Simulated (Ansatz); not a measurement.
All values below come from Ansatz (an electronic-structure program) with frozen-core CCSD(T)/cc-pVTZ // PBE0-D3(BJ)/def2-TZVP. The restricted HF reference is unstable towards unrestricted orbitals.

Ansatz 0.2 input:
```yaml
crystal:
  periodic: [false, false, false]
  atoms:
    - { symbol: B, position_ang: [2.289127, -0.160598, -0.258417] }
    - { symbol: B, position_ang: [0.816193, -0.05786, 0.080968] }
    - { symbol: N, position_ang: [-0.444471, 0.030478, 0.371998] }
    - { symbol: C, position_ang: [-1.670985, 0.117099, 0.655374] }
    - { symbol: H, position_ang: [3.432356, -0.239691, -0.521811] }
    - { symbol: H, position_ang: [-2.058656, 0.984949, 1.186008] }
    - { symbol: H, position_ang: [-2.363558, -0.674374, 0.374365] }
basis:
  gaussian: { orbitals: cc-pVTZ }
correlation:
  method: ccsd_t
```

Output:

```
Functional definition: HF
940 factors; integrals over basis functions are off by at most 1.3e-3 eV
mean field evaluation 1: about -3896.5535 eV, gradient 3.5e1 eV
mean field evaluation 2: about -3896.5576 eV, gradient 3.5e1 eV
mean field evaluation 4: about -3900.6755 eV, gradient 4.8e0 eV
mean field evaluation 8: about -3900.9116 eV, gradient 2.7e-1 eV
mean field evaluation 16: about -3898.0822 eV, gradient 3.2e1 eV
mean field evaluation 32: about -3899.2763 eV, gradient 2.0e0 eV
mean field evaluation 64: about -3889.4432 eV, gradient 3.2e1 eV
mean field evaluation 96: about -3899.2876 eV, gradient 8.5e-3 eV
mean field -3900.91243568 eV, -143.3558878778 hartree, gradient 2.0e-6 eV, S^2 0.000000; 5 other end points of the search recorded, 0 dependent functions left out; unrestricted orbitals would lower it
determinant -3900.91243568 eV, -143.3558878778 hartree, with singles and doubles -3916.64580058 eV, -143.9340783733 hartree
determinant -3899.28760704 eV, -143.2961765268 hartree, with singles and doubles -3914.48159612 eV, -143.8545453264 hartree
4 core orbitals not correlated
reference -3900.91243568 eV, -143.3558878778 hartree; 9, 9 occupied and 149, 149 virtual orbitals, 940 factors
second order -14.63293725 eV of doubles, -0.00000000 eV of singles
cycle   1  -15.47395608 eV  change    -1.2e0 eV  update   3.3e-2
cycle   2  -15.52709434 eV  change   -5.3e-2 eV  update   9.0e-3
cycle   3  -15.52193996 eV  change    5.2e-3 eV  update   6.3e-3
cycle   4  -15.52380605 eV  change   -1.9e-3 eV  update   3.1e-3
cycle   5  -15.52647364 eV  change   -2.7e-3 eV  update   2.4e-3
cycle   6  -15.52790280 eV  change   -1.4e-3 eV  update   8.2e-4
cycle   7  -15.52861873 eV  change   -7.2e-4 eV  update   2.7e-4
cycle   8  -15.52894688 eV  change   -3.3e-4 eV  update   1.2e-4
cycle   9  -15.52899288 eV  change   -4.6e-5 eV  update   5.0e-5
cycle  10  -15.52898448 eV  change    8.4e-6 eV  update   2.3e-5
cycle  11  -15.52899145 eV  change   -7.0e-6 eV  update   7.6e-6
perturbative correction -0.87449462 eV, -0.0321370844 hartree
Total energy: -3917.31592175 eV, -143.9587048722 hartree
```

Cost: roughly 50 core-seconds.
